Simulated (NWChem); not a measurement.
The numbers come from NWChem runs, not from measurements. System: HF5OW, charge 0, spin multiplicity 1, displaced from the optimised geometry. The structure started from a generated list of species. Level: BP86/def2-SVP with def2 effective core potentials on W.

Input file:

```
start mol
memory heap 200 mb stack 900 mb global 1100 mb
geometry units angstroms nocenter noautoz
  W      0.000000     0.000000    -0.014404
  F      0.000000     0.000000     1.881093
  F      1.897409     0.000000     0.058273
  F      0.000000     1.897406     0.058331
  F      0.000000    -1.897406     0.058331
  F     -1.897409     0.000000     0.058273
  O      0.000000     0.000000    -1.886747
  H      0.000000     0.000000    -2.868832
  symmetry group C2v
end
basis spherical
  * library def2-svp
end
ecp
  W library def2-ecp
end
dft
  xc becke88 perdew86
  semidirect memsize 60000000 filesize 0
  iterations 100
  grid medium
end
task dft gradient
```

Part of the output:

```
             Northwest Computational Chemistry Package (NWChem) 7.3.0
             --------------------------------------------------------

                                NWChem Input Module
                                -------------------

 Scaling coordinates for geometry "geometry" by  1.889725989
 (inverse scale =  0.529177249)

 Turning off AUTOSYM since
 SYMMETRY directive was detected!

                             Geometry "geometry" -> ""
                             -------------------------

 Output coordinates in angstroms (scale by  1.889725989 to convert to a.u.)

  No.       Tag          Charge          X              Y              Z
 ---- ---------------- ---------- -------------- -------------- --------------
    1 W                   74.0000     0.00000000     0.00000000    -0.01440400
    2 F                    9.0000     0.00000000     0.00000000     1.88109300
    3 F                    9.0000     1.89740900     0.00000000     0.05827300
    4 F                    9.0000     0.00000000     1.89740600     0.05833100
    5 F                    9.0000     0.00000000    -1.89740600     0.05833100
    6 F                    9.0000    -1.89740900     0.00000000     0.05827300
    7 O                    8.0000     0.00000000     0.00000000    -1.88674700
    8 H                    1.0000     0.00000000     0.00000000    -2.86883200

 Effective nuclear repulsion energy (a.u.)    1338.0212230323

            Nuclear Dipole moment (a.u.)
            ----------------------------
        X                 Y               Z
 ---------------- ---------------- ----------------
     0.0000000000     0.0000000000     0.0000094486

      Symmetry information
      --------------------

 Group name             C2v
 Group number             16
 Group order               4
 No. of unique centers     6

      Symmetry unique atoms

     1    2    3    4    7    8


 Summary of "ao basis" -> "" (spherical)
 ------------------------------------------------------------------------------
       Tag                 Description            Shells   Functions and Types
 ---------------- ------------------------------  ------  ---------------------
 *                          def2-svp                  on all atoms

 Summary of "ao basis" -> "ao basis" (spherical)
 ------------------------------------------------------------------------------
       Tag                 Description            Shells   Functions and Types
 ---------------- ------------------------------  ------  ---------------------
 W                          def2-svp                12       32   6s3p2d1f
 F                          def2-svp                 6       14   3s2p1d
 O                          def2-svp                 6       14   3s2p1d
 H                          def2-svp                 3        5   2s1p

 Summary of "ao basis" -> "ao basis" (spherical)
 ------------------------------------------------------------------------------
       Tag                 Description            Shells   Functions and Types
 ---------------- ------------------------------  ------  ---------------------
 W                          def2-svp                12       32   6s3p2d1f
 F                          def2-svp                 6       14   3s2p1d
 O                          def2-svp                 6       14   3s2p1d
 H                          def2-svp                 3        5   2s1p

      Symmetry analysis of basis
      --------------------------

        a1         52
[...]
  ----- ------------  ---------------      ----- ------------  ---------------
    19      0.915742  1 W  d  1             106     -0.255917  7 O  px
    36     -0.205570  2 F  px               109     -0.197109  7 O  px
    52     -0.196062  3 F  pz                94      0.196062  6 F  pz
    39      0.146344  2 F  px                55      0.138386  3 F  pz
    97     -0.138386  6 F  pz                50      0.029706  3 F  px

 Vector   37  Occ=0.000000D+00  E=-1.789774D-01  Symmetry=b2
              MO Center= -1.5D-15, -5.9D-15, -1.1D-01, r^2= 2.0D+00
   Bfn.  Coefficient  Atom+Function         Bfn.  Coefficient  Atom+Function
  ----- ------------  ---------------      ----- ------------  ---------------
    17      0.915724  1 W  d -1             107      0.256038  7 O  py
    37      0.205644  2 F  py               110      0.197194  7 O  py
    66      0.195956  4 F  pz                80     -0.195956  5 F  pz
    40     -0.146395  2 F  py                69     -0.138316  4 F  pz
    83      0.138316  5 F  pz                65     -0.029720  4 F  py

 center of mass
 --------------
 x =   0.00000000 y =   0.00000000 z =   0.02840905

 moments of inertia (a.u.)
 ------------------
         962.342214830947           0.000000000000           0.000000000000
           0.000000000000         962.343759575091           0.000000000000
           0.000000000000           0.000000000000         977.003042003624

     Multipole analysis of the density
     ---------------------------------

     L   x y z        total         alpha         beta         nuclear
     -   - - -        -----         -----         ----         -------
     0   0 0 0     -0.000000    -34.000000    -34.000000     68.000000

     1   1 0 0      0.000000      0.000000      0.000000      0.000000
     1   0 1 0      0.000000      0.000000      0.000000      0.000000
     1   0 0 1     -1.591815     -1.612501     -1.612501      1.633186

     2   2 0 0    -43.460891   -137.438101   -137.438101    231.415311
     2   1 1 0     -0.000000     -0.000000     -0.000000      0.000000
     2   1 0 1     -0.000000     -0.000000     -0.000000      0.000000
     2   0 2 0    -43.472454   -137.443516   -137.443516    231.414579
     2   0 1 1      0.000000      0.000000      0.000000      0.000000
     2   0 0 2    -33.286743   -139.274759   -139.274759    245.262775

            General Information
            -------------------
          SCF calculation type: DFT
          Wavefunction type:  closed shell.
          No. of atoms     :     8
          No. of electrons :    68
           Alpha electrons :    34
            Beta electrons :    34
          Charge           :     0
          Spin multiplicity:     1
          Use of symmetry is: on ; symmetry adaption is: on
          Maximum number of iterations: 100
          AO basis - number of functions:   121
                     number of shells:    51
          Convergence on energy requested:  1.00D-06
          Convergence on density requested:  1.00D-05
          Convergence on gradient requested:  5.00D-04

              XC Information
              --------------
                    Becke 1988 Exchange Functional  1.000
                Perdew 1981 Correlation Functional  1.000 local
                Perdew 1986 Correlation Functional  1.000 non-local

             Grid Information
             ----------------
          Grid used for XC integration:  medium
          Radial quadrature: Mura-Knowles
          Angular quadrature: Lebedev.
          Tag              B.-S. Rad. Rad. Pts. Rad. Cut. Ang. Pts.
          ---              ---------- --------- --------- ---------
          W                   1.35      123          10.0       590
          F                   0.50       49          12.0       434
          O                   0.60       49           8.0       434
          H                   0.35       45          11.0       434
          Grid pruning is: on
          Number of quadrature shells:   364
          Spatial weights used:  Erf1

          Convergence Information
          -----------------------
          Convergence aids based upon iterative change in
          total energy or number of iterations.
          Levelshifting, if invoked, occurs when the
          HOMO/LUMO gap drops below (HL_TOL):  1.00D-02
          DIIS, if invoked, will attempt to extrapolate
          using up to (NFOCK): 10 stored Fock matrices.

                    Damping( 0%)  Levelshifting(0.5)       DIIS
                  --------------- ------------------- ---------------
          dE  on:    start            ASAP                start
          dE off:    2 iters        100 iters           100 iters

      Screening Tolerance Information
      -------------------------------
          Density screening/tol_rho:  1.00D-10
          AO Gaussian exp screening on grid/accAOfunc:  14
          CD Gaussian exp screening on grid/accCDfunc:  20
          XC Gaussian exp screening on grid/accXCfunc:  20
          Schwarz screening/accCoul:  1.00D-08

                            NWChem DFT Gradient Module
                            --------------------------

  charge          =   0.00
  wavefunction    = closed shell

  Using symmetry

                         DFT ENERGY GRADIENTS

    atom               coordinates                        gradient
                 x          y          z           x          y          z
   1 W       0.000000   0.000000  -0.027220    0.000000   0.000000  -0.002496
   2 F       0.000000   0.000000   3.554750    0.000000   0.000000   0.018059
   3 F       3.585583   0.000000   0.110120    0.016617   0.000000   0.000719
   4 F       0.000000   3.585577   0.110230    0.000000   0.016532   0.000718
   5 F       0.000000  -3.585577   0.110230    0.000000  -0.016532   0.000718
   6 F      -3.585583   0.000000   0.110120   -0.016617   0.000000   0.000719
   7 O       0.000000   0.000000  -3.565435    0.000000   0.000000  -0.007952
   8 H       0.000000   0.000000  -5.421306    0.000000   0.000000  -0.010485

                 ----------------------------------------
                 |  Time  |  1-e(secs)   |  2-e(secs)   |
                 ----------------------------------------
                 |  CPU   |       0.04   |       3.03   |
                 ----------------------------------------
                 |  WALL  |       0.04   |       3.03   |
                 ----------------------------------------

 Task  times  cpu:       11.8s     wall:       11.8s

 Total times  cpu:       11.8s     wall:       11.8s
```
